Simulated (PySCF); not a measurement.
A structure optimised at B3LYP-D3(BJ)/def2-TZVP, used in a PySCF frequency run:

```
Al
F 1 1.6531
F 1 1.6531 2 119.89
```
Charge 0, spin multiplicity 2.

**Question.** Write its SMILES, formula and point group.

**Answer.** [F][Al][F], AlF2, C2v

**Question.** What are its rotational constants (standard atomic weights)?

**Answer.** 46.729, 6.4968, 5.7038 GHz
